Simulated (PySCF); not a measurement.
## Dipole moment and polarisability of `FC(F)O[C@H]1CC[Se]1`

C4H6F2OSe.
Geometry (PBE0-D3(BJ)/def2-SVP, Å), atoms numbered from 1 in this order:
```xyz
14
C4H6F2OSe angstrom
F     -2.7301   -2.1179    0.0139
C     -2.1289   -0.9888    0.3745
F     -2.8493    0.0449   -0.1069
O     -0.8848   -0.9965   -0.1681
C     -0.0302    0.0042    0.2816
C      1.3887   -0.1586   -0.2453
C      1.7227    1.3079   -0.5371
Se    -0.1846    1.8166   -0.5380
H     -2.1125   -0.9058    1.4794
H     -0.0975    0.0979    1.3803
H      1.3266   -0.7351   -1.1796
H      2.0771   -0.6817    0.4381
H      2.2617    1.8121    0.2767
H      2.2350    1.5003   -1.4886
```

Level: B3LYP/def2-SVPD (PySCF), static field, nuclei fixed, core orbitals frozen in the response. The polarisability tensor in these axes (au):

```
x   88.96  3.47 -2.23
y    3.47 87.32 -5.41
z   -2.23 -5.41 69.16
```

Problem. Give the principal values, the mean and the anisotropy Δα = √{½[(α1 − α2)² + (α2 − α3)² + (α1 − α3)²]}.

Solution. Principal values 67.60, 84.99 and 92.85 au; mean 81.81 au = 12.12 Å³ = 13.49 × 10⁻⁴⁰ C²·m²/J; Δα = 22.38 au (27 % of the mean).

Problem. What is the dipole moment, and where does it point?

Solution. (2.72, -0.10, 1.88) D, 3.31 D in size, pointing from the negative to the positive side. Measured along this direction, the outermost atoms are F3 at the negative end and H12 and H13 at the positive end.

Problem. How large is μ²/3kT at 273 K beside α?

Solution. In Gaussian units μ²/3kT = 97.10 Å³ against 12.12 Å³, a ratio of 8.01; the Debye molar polarisation (4π/3)N_A(α + μ²/3kT) is 275.5 cm³/mol, leaving out the vibrational part.

Problem. Molar refractivity from α?

Solution. Lorentz–Lorenz: R = (4π/3)N_A α = 2.5225 cm³/(mol·Å³) × 12.12 Å³ = 30.6 cm³/mol, in the limit of long wavelengths.

Problem. Find the Langevin capture rate constant for O2+ (31.990 u) meeting this molecule (187.955 u), k = 2.342 × 10⁻⁹ cm³/s × √(α in Å³ / reduced mass in u).

Solution. The reduced mass is 27.34 u, so k = 1.56 × 10⁻⁹ cm³/s. The formula leaves out the permanent dipole, which adds to the capture rate.

The structure is a single PBE0-D3(BJ)/def2-SVP conformer in the gas phase; no vibrational or solvent corrections. The calculation is non-relativistic, for selenium too.
